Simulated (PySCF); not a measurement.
## Structure elucidation problem

The spectra below were simulated for a compound C₃H₁₃N₃Si₃.

¹H NMR (500 MHz, computed): δ 5.45 (s, 2H), 5.31 (s, 4H), 2.07 (m, 1H), 0.57 (m, 2H), 0.56 (m, 2H), -0.49 (br s, 2H).

¹³C{¹H} NMR (computed): δ 29.0 (CH), 5.8 (CH2).

[PySCF 2.14.0 with density-fitted response routines: shieldings: GIAO PBE0/pcSseg-1; GFN2-xTB structure; non-relativistic; single conformer; one averaged value for each set of equivalent atoms; no solvent model]

Scale: TMS for ¹H, ¹³C (reference shieldings calculated alike).

Problem. What is the structure?

Solution. 
- The formula gives 2 degrees of unsaturation (2 rings in the answer).
- 2 carbon signals for 3 carbons: some carbons are equivalent by symmetry or fast rotation.
- Carbon types of the structure: 1 × CH, 2 × CH2, leaving 8 H on heteroatoms.
- δC 29.0, 5.8: three-membered-ring carbon.
- δH 5.45, 5.31: hydrogen on a silicon bonded to 2 N, in a 6-membered ring.
- δH 2.07, 0.57, 0.56: hydrogen on a three-membered-ring carbon.
- δH -0.49: hydrogen on a nitrogen bonded to 2 Si, in a 6-membered ring; labile proton, position sensitive to the medium.

The compound is SMILES C1CC1N1[SiH2]N[SiH2]N[SiH2]1.

The shifts were computed for this structure.

OH/NH shifts are gas-phase values; hydrogen bonding in solution moves them, usually downfield. Shifts are as computed. Against solution values, carbons near 30 ppm lie about +3 ppm off and those near 130 ppm about +5 ppm. Of 1211 compounds with measured shifts, 218 miss one by over three times the rms of a fit or turn the order of signals round; such compounds aren't used in these exercises. Multiplicities follow the n + 1 count of equivalent neighbours, as no J values were calculated; m marks all less simple cases, F and P coupling included.
